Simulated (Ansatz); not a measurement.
Coupled-cluster diagnostics for H₂Au₃⁺, Ansatz.

Geometry of the singlet (PBE-D4/def2-TZVP):

```xyz
5

Au   -0.698   -1.026    0.482
Au    0.723    0.764   -0.613
Au    0.702   -1.839   -1.585
H     0.532    2.142    0.154
H    -1.258   -0.042    1.562
```

In the def2 sets Au takes a core potential; there is no spin–orbit coupling. Correlated methods freeze no core orbitals; core or outer-core shells of Au are correlated, in sets that lack core-valence functions. Another isomer (singlet) lies 2.56 eV lower at PBE0-D4/def2-TZVP; other spin states weren't run for this one.

Task: Estimate the CCSD(T) correlation energy, the shares of MP2 and (T), T1 and the reference's ⟨S²⟩ for: charge 1, singlet, own geometry in def2-TZVP; and the rough time on 2 threads of Intel Xeon Platinum 8375C on a shared host.

Result: 
| state | basis | correlation (eV) | MP2 share (%) | (T) share (%) | T1 | ⟨S²⟩ (pure) | wall time | remarks |
| --- | --- | --- | --- | --- | --- | --- | --- | --- |
| charge 1, singlet, own geometry | def2-TZVP | -34.935 | 106.2 | 3.6 | 0.020 | 0.00 (0.00) | 1.9 min | restricted SCF unstable |
Customary marks for T1 are 0.02 (closed shells), 0.045 (open shells) and about 0.05 (3d metals). T1 exceeds 0.02 in 1 of 1 rows and 0.045 in 0; the higher it lies, the less the single-reference result can be trusted.
